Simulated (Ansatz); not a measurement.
Molecule: N-[methyl(methylamino)boranyl]methanamine, C₃H₁₁BN₂, net charge 0, singlet state. 
Coordinates optimised at B3LYP-D3(BJ)/def2-TZVP (Ansatz, an electronic-structure program):
```xyz
17

C     -2.1519    -0.2245     0.9248
N     -0.8665    -0.5171     0.3260
B      0.1499     0.4104    -0.0215
C     -0.0289     1.9661     0.2264
N      1.3539    -0.0673    -0.6045
C      1.6707    -1.4508    -0.8946
H     -2.9839    -0.5393     0.2857
H     -2.2486     0.8477     1.0839
H     -2.2732    -0.7144     1.8969
H     -0.7176    -1.4982     0.1537
H      0.8443     2.5373    -0.0967
H     -0.8930     2.3669    -0.3116
H     -0.1890     2.1935     1.2844
H      2.0694     0.5929    -0.8484
H      1.6702    -2.0690     0.0106
H      2.6620    -1.5293    -1.3404
H      0.9593    -1.8939    -1.6011
```

Property: atomisation energy (electronic, to ground-state atoms), in eV. Cores are frozen in the correlated levels unless marked. Open shells are spin-unrestricted. Spin-orbit coupling is left out. No relativistic terms. The coupled-cluster limit lacks core correlation, which all-electron functionals hold. CBS marks a two-point X^-3 extrapolation of the correlation energy; Hartree-Fock from the larger set.

```csv
level,program,atomisation energy (eV)
HF/aug-cc-pVTZ,Ansatz,50.61
r2SCAN0-D4/def2-TZVPD,Ansatz + dftd4,67.86
HSE06-D3(BJ)/def2-TZVPD,Ansatz + dftd3,69.04
MP2/cc-pVTZ,Ansatz,67.51
```

Predict the CCSD(T)/CBS(cc-pVTZ,cc-pVQZ) result (Ansatz).

68.46 eV
